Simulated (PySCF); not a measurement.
TDDFT excited states: C4H10Ge

Species: C₄H₁₀Ge.
Numbering: `[CH3:1][CH:2]1[CH2:3][GeH2:4][CH2:5]1` (hydrogens: H6, H7, H8 on C1; H9 on C2; H10, H11 on C3; H12, H13 on Ge4; H14, H15 on C5)

Theory: PySCF, TDDFT B3LYP/def2-SVPD, vertical, gas phase, core orbitals frozen in the response. The structure is a single PBE0-D3(BJ)/def2-SVP conformer in the gas phase; no vibrational or solvent corrections. The B3LYP/def2-SVPD calculation is non-relativistic and has no spin–orbit coupling, an omission that weighs most on germanium.

Problem. List the vertical singlet excitations with oscillator strengths and describe the spectrum.

Solution. 

```json
{"state": "S1", "E (eV)": "6.59", "ν̃ (cm⁻¹)": "53150", "f": "0.014", "main configurations (H = HOMO, L = LUMO)": "H→L (97%)"}
{"state": "S2", "E (eV)": "6.90", "ν̃ (cm⁻¹)": "55650", "f": "0.0080", "main configurations (H = HOMO, L = LUMO)": "H→L+1 (53%), H-1→L (45%)"}
{"state": "S3", "E (eV)": "6.96", "ν̃ (cm⁻¹)": "56110", "f": "0.0030", "main configurations (H = HOMO, L = LUMO)": "H-1→L+1 (96%)"}
{"state": "S4", "E (eV)": "6.97", "ν̃ (cm⁻¹)": "56210", "f": "0.079", "main configurations (H = HOMO, L = LUMO)": "H→L+1 (42%), H-1→L (42%), H→L+2 (13%)"}
{"state": "S5", "E (eV)": "7.32", "ν̃ (cm⁻¹)": "59070", "f": "0.081", "main configurations (H = HOMO, L = LUMO)": "H-1→L+2 (94%)"}
{"state": "S6", "E (eV)": "7.34", "ν̃ (cm⁻¹)": "59220", "f": "0.125", "main configurations (H = HOMO, L = LUMO)": "H→L+2 (81%), H-1→L (8%)"}
{"state": "S7", "E (eV)": "7.69", "ν̃ (cm⁻¹)": "62020", "f": "0.0045", "main configurations (H = HOMO, L = LUMO)": "H-2→L (83%), H-1→L+3 (11%)"}
{"state": "S8", "E (eV)": "7.86", "ν̃ (cm⁻¹)": "63410", "f": "0.065", "main configurations (H = HOMO, L = LUMO)": "H→L+3 (92%)"}
{"state": "S9", "E (eV)": "7.88", "ν̃ (cm⁻¹)": "63590", "f": "0.0048", "main configurations (H = HOMO, L = LUMO)": "H-1→L+3 (76%), H-2→L (14%)"}
{"state": "S10", "E (eV)": "8.06", "ν̃ (cm⁻¹)": "65010", "f": "0.013", "main configurations (H = HOMO, L = LUMO)": "H-2→L+1 (65%), H→L+5 (21%), H→L+4 (10%)"}
```

Triplets (Tamm–Dancoff): T1 6.06 eV, H-1→L (92%); T2 6.23 eV, H→L (91%); T3 6.73 eV, H→L+1 (94%); T4 6.80 eV, H-1→L+1 (94%).

The lowest singlet comes at 188 nm (636 kJ/mol) in the vacuum ultraviolet; it is weak; its leading configuration is HOMO→LUMO (97%). The most intense listed level is S6 at 7.34 eV (169 nm, f = 0.125), 0.75 eV above S1. Löwdin shares by element: HOMO carbon 49% or more, germanium 20% (atoms not listed hold the other 31%); LUMO germanium 36%, carbon 23% or more, hydrogen 11% or more (atoms not listed hold the other 30%). Of the 10 states listed, 6 reach f = 0.01 and none stays under 0.0005. The listed states span 1.47 eV. Weighted by f, the mean energy of these states is 7.35 eV. All these states lie below the vertical ionisation energy of 9.61 eV (ΔSCF). Singlets were solved by full linear response, triplets in the Tamm–Dancoff approximation.

On an Arm Neoverse N1 with one thread, shared host with 64 logical CPUs at a one-minute load of 59, this took 5.6 min of wall time and 0.94 GiB of memory at its peak.

Without π bonds the low states are Rydberg-like; a valence basis with one diffuse set may place them up to an eV too high.
